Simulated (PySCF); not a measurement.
Two species compared at the same levels of theory.

First species: C6H7FOSi.
Cartesian coordinates in Å at the GFN2-xTB level; atoms count from 1:
```
atom  x, y, z in Å
O1     3.202    0.288   -0.097
Si2    2.110   -0.891   -0.335
C3     0.344   -0.249   -0.102
C4     0.056    1.113   -0.107
C5    -1.238    1.581    0.040
C6    -2.287    0.691    0.196
C7    -1.999   -0.662    0.199
F8    -3.013   -1.544    0.353
C9    -0.713   -1.140    0.054
H10    3.264    0.773    0.722
H11    2.369   -1.248   -1.722
H12    2.314   -1.992    0.611
H13    0.862    1.821   -0.234
H14   -1.436    2.643    0.036
H15   -3.305    1.027    0.312
H16   -0.538   -2.204    0.064
```

Second species: C3H8Si.
Bonds: C1–C2 (double), C2–C3, C2–Si4. Hydrogens: H5, H6 on C1; H7, H8, H9 on C3; H10, H11, H12 on Si4.

Levels: PBE0/def2-SVPD for dipole moment, HOMO energy, LUMO energy, HOMO–LUMO gap, static isotropic polarisability and electronic spatial extent ⟨r²⟩ about the centre of nuclear charge; TDDFT PBE0/def2-SVPD for lowest singlet excitation; TDA PBE0/def2-SVPD for lowest triplet excitation (Tamm–Dancoff); GFN2-xTB for rotational constant A and rotational constant C. Geometries: GFN2-xTB. Each species is one conformer at its optimised geometry, gas phase, non-relativistic unless stated; the electronic structure was computed with PySCF and density fitting.

Dipoles, sizes and rotational constants follow the conformer. The torsions of the flexible species, by atom-mapped SMILES:
- `[OH:1][SiH2:2][c:3]1[cH:4][cH:5][cH:6][c:7]([F:8])[cH:9]1`: O1–Si2–C3–C4 17°, H–O1–Si2–C3 58°

```tsv
property	column X	column Y
dipole moment	1.80 D	0.57 D
HOMO energy	-7.42 eV	-7.58 eV
LUMO energy	-0.97 eV	-0.12 eV
HOMO–LUMO gap	6.45 eV	7.46 eV
lowest singlet excitation	5.30 eV	6.82 eV
lowest triplet excitation (Tamm–Dancoff)	4.07 eV	4.26 eV
static isotropic polarisability	96.5 au	65.5 au
electronic spatial extent ⟨r²⟩ about the centre of nuclear charge	1655 bohr²	464 bohr²
rotational constant A	3.147 GHz	8.722 GHz
rotational constant C	0.637 GHz	3.012 GHz
```

(1) Which column belongs to which species?

(2) How does each property change from the first species to the second?

Answers

(1) Column X is the first species and column Y the second. The first has 16 atoms and 74 electrons, the second 12 and 40.

(2) dipole moment -1.23 D; HOMO energy -0.16 eV; LUMO energy +0.85 eV; HOMO–LUMO gap +1.01 eV; lowest singlet excitation +1.52 eV; lowest triplet excitation (Tamm–Dancoff) +0.19 eV; static isotropic polarisability -31.0 au; electronic spatial extent ⟨r²⟩ about the centre of nuclear charge -1191 bohr²; rotational constant A +5.575 GHz; rotational constant C +2.375 GHz.

On the first: The vertical singlet–triplet gap S1 − T1 is 1.23 eV (TDDFT singlet less Tamm–Dancoff triplet; S1: HOMO→LUMO, weight 0.69; T1: HOMO−1→LUMO, weight 0.45, beside HOMO→LUMO+1, weight 0.34). In wavenumbers S1 is 42800 cm⁻¹ (1 eV = 8065.54 cm⁻¹).

On the second: A dipole of 0.57 D is allowed in Cs, and pure rotational transitions are dipole-allowed. No computed singlet falls in the visible range (750 to 380 nm, 1.65 to 3.26 eV); S1 lies 3.56 eV above its blue end.
